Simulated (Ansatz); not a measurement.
Molecular dynamics of C4H3FO2

The input (input.yaml):

```yaml
crystal:
  periodic: [false, false, false]
  atoms:
    - { symbol: O, position_ang: [1.581231, -2.006112, 0.677325] }
    - { symbol: C, position_ang: [0.595789, -1.447939, 0.206461] }
    - { symbol: O, position_ang: [-0.595184, -2.085643, -0.453179] }
    - { symbol: C, position_ang: [-1.063223, -0.721498, -0.601461] }
    - { symbol: C, position_ang: [-0.034704, -0.062889, -0.024103] }
    - { symbol: C, position_ang: [0.362385, 1.38001, 0.277361] }
    - { symbol: F, position_ang: [-0.609279, 2.284382, -0.171678] }
    - { symbol: H, position_ang: [-2.020983, -0.48056, -1.080462] }
    - { symbol: H, position_ang: [0.519274, 1.49322, 1.379067] }
    - { symbol: H, position_ang: [1.347693, 1.59573, -0.206231] }
magnetization:
  spin_polarized: true
basis:
  gaussian: { orbitals: STO-3G }
hamiltonian:
  xc: pbe0
md:
  timestep: 1.0
  n_steps: 90
  ensemble: nve
  temperature: 1000.0
  initial_velocities: maxwell_boltzmann
  seed: 954614
```

Command:

```bash
$ ansatz run input.yaml --threads 1 --pin off --max-ram 2048MiB --backend cpu --events-out ev --progress --plain --runs-dir out
```

It starts from a relaxed structure.

Output, in part (one step line in 4, the closing report, with atoms numbered from 0):

```
md step     0: t =     0.00 fs  T =  1000.0 K  F+E_penalty+E_count = -10847.62761990 eV  E_kin = 1.034080 eV  conserved = -10846.59353991 eV  (31 SCF iters)
md step     4: t =     4.00 fs  T =   568.7 K  F+E_penalty+E_count = -10847.17301565 eV  E_kin = 0.588056 eV  conserved = -10846.58495985 eV  (35 SCF iters)
md step     8: t =     8.00 fs  T =   353.4 K  F+E_penalty+E_count = -10846.95009671 eV  E_kin = 0.365461 eV  conserved = -10846.58463532 eV  (36 SCF iters)
md step    12: t =    12.00 fs  T =   376.7 K  F+E_penalty+E_count = -10846.97648834 eV  E_kin = 0.389542 eV  conserved = -10846.58694675 eV  (37 SCF iters)
md step    16: t =    16.00 fs  T =   398.9 K  F+E_penalty+E_count = -10847.00126468 eV  E_kin = 0.412514 eV  conserved = -10846.58875113 eV  (37 SCF iters)
md step    20: t =    20.00 fs  T =   436.2 K  F+E_penalty+E_count = -10847.03925485 eV  E_kin = 0.451042 eV  conserved = -10846.58821273 eV  (36 SCF iters)
md step    24: t =    24.00 fs  T =   496.7 K  F+E_penalty+E_count = -10847.09934411 eV  E_kin = 0.513622 eV  conserved = -10846.58572244 eV  (35 SCF iters)
md step    28: t =    28.00 fs  T =   585.0 K  F+E_penalty+E_count = -10847.19164404 eV  E_kin = 0.604943 eV  conserved = -10846.58670098 eV  (35 SCF iters)
md step    32: t =    32.00 fs  T =   516.5 K  F+E_penalty+E_count = -10847.12263076 eV  E_kin = 0.534132 eV  conserved = -10846.58849844 eV  (37 SCF iters)
md step    36: t =    36.00 fs  T =   415.0 K  F+E_penalty+E_count = -10847.01751202 eV  E_kin = 0.429138 eV  conserved = -10846.58837375 eV  (36 SCF iters)
md step    40: t =    40.00 fs  T =   427.0 K  F+E_penalty+E_count = -10847.02878334 eV  E_kin = 0.441524 eV  conserved = -10846.58725921 eV  (32 SCF iters)
md step    44: t =    44.00 fs  T =   480.7 K  F+E_penalty+E_count = -10847.08203670 eV  E_kin = 0.497057 eV  conserved = -10846.58498005 eV  (34 SCF iters)
md step    48: t =    48.00 fs  T =   586.0 K  F+E_penalty+E_count = -10847.19468806 eV  E_kin = 0.605974 eV  conserved = -10846.58871384 eV  (36 SCF iters)
md step    52: t =    52.00 fs  T =   507.3 K  F+E_penalty+E_count = -10847.11216169 eV  E_kin = 0.524603 eV  conserved = -10846.58755879 eV  (36 SCF iters)
md step    56: t =    56.00 fs  T =   583.6 K  F+E_penalty+E_count = -10847.19392423 eV  E_kin = 0.603525 eV  conserved = -10846.59039947 eV  (34 SCF iters)
md step    60: t =    60.00 fs  T =   359.1 K  F+E_penalty+E_count = -10846.95659588 eV  E_kin = 0.371297 eV  conserved = -10846.58529874 eV  (35 SCF iters)
md step    64: t =    64.00 fs  T =   424.9 K  F+E_penalty+E_count = -10847.02573279 eV  E_kin = 0.439375 eV  conserved = -10846.58635826 eV  (35 SCF iters)
md step    68: t =    68.00 fs  T =   544.5 K  F+E_penalty+E_count = -10847.15120616 eV  E_kin = 0.563088 eV  conserved = -10846.58811850 eV  (36 SCF iters)
md step    72: t =    72.00 fs  T =   489.3 K  F+E_penalty+E_count = -10847.09295668 eV  E_kin = 0.505968 eV  conserved = -10846.58698844 eV  (36 SCF iters)
md step    76: t =    76.00 fs  T =   621.4 K  F+E_penalty+E_count = -10847.23236601 eV  E_kin = 0.642535 eV  conserved = -10846.58983100 eV  (34 SCF iters)
md step    80: t =    80.00 fs  T =   529.8 K  F+E_penalty+E_count = -10847.13474995 eV  E_kin = 0.547855 eV  conserved = -10846.58689544 eV  (36 SCF iters)
md step    84: t =    84.00 fs  T =   362.1 K  F+E_penalty+E_count = -10846.96139192 eV  E_kin = 0.374432 eV  conserved = -10846.58695976 eV  (36 SCF iters)
md step    88: t =    88.00 fs  T =   288.0 K  F+E_penalty+E_count = -10846.88226241 eV  E_kin = 0.297772 eV  conserved = -10846.58449072 eV  (36 SCF iters)
md step    90: t =    90.00 fs  T =   480.4 K  F+E_penalty+E_count = -10847.08466306 eV  E_kin = 0.496788 eV  conserved = -10846.58787514 eV  (42 SCF iters)
Total energy: -10847.08467671 eV, -398.6230094511 hartree
Atom 0 at     1.534432    -2.099074     0.794529 Å, force    -0.985269     0.102139    -1.157791 eV/Å
Atom 1 at     0.610732    -1.561726     0.158299 Å, force     1.235172     2.333565     2.257681 eV/Å
Atom 2 at    -0.560437    -2.067577    -0.460284 Å, force    -1.281238    -0.025140    -1.208162 eV/Å
Atom 3 at    -1.009437    -0.649897    -0.676764 Å, force     2.433189    -0.047369     1.840593 eV/Å
Atom 4 at     0.037662    -0.033058    -0.012841 Å, force    -1.730980    -1.677303    -1.626164 eV/Å
Atom 5 at     0.367729     1.482067     0.123005 Å, force     1.921031    -2.233307    -0.169242 eV/Å
Atom 6 at    -0.700484     2.269842    -0.048237 Å, force    -2.927279     1.674368    -0.114316 eV/Å
Atom 7 at    -1.953595    -0.404010    -1.178496 Å, force    -0.008047    -0.091414     0.015746 eV/Å
Atom 8 at     0.893089     1.708477     1.062070 Å, force     0.313374    -0.152377     0.741262 eV/Å
Atom 9 at     1.071841     1.697835    -0.689042 Å, force     1.030048     0.116838    -0.579608 eV/Å
Dipole moment:    -0.095433     0.298995    -0.143614 e Å
```

The run went to its last step. The conserved energy stayed within 0.9 meV per atom of its start (net change 0.57 meV per atom), so the integration is sound. The temperature averaged 0.48 of the 1000 K drawn at the start: a run that starts near a minimum puts about half its kinetic energy into the potential. A run of 0.09 ps of so small a system gives no equilibrium averages. Limits of this set-up: minimal basis.

The same pairs are bonded in the first frame and the last. Pairs count as bonded within 1.25 times the sum of covalent radii (0.12 Å more for H–H).

Last frame:

```xyz
10
Properties=species:S:1:pos:R:3
O 1.534 -2.099 0.794
C 0.611 -1.562 0.158
O -0.560 -2.068 -0.460
C -1.009 -0.650 -0.677
C 0.038 -0.033 -0.013
C 0.368 1.482 0.123
F -0.701 2.270 -0.048
H -1.954 -0.404 -1.179
H 0.893 1.708 1.062
H 1.072 1.698 -0.689
```

Run time: 6.3 min on 1 thread of Intel(R) Xeon(R) Platinum 8259CL CPU @ 2.50GHz (Skylake/Cascade Lake), on a shared host, peak memory 0.16 GiB.
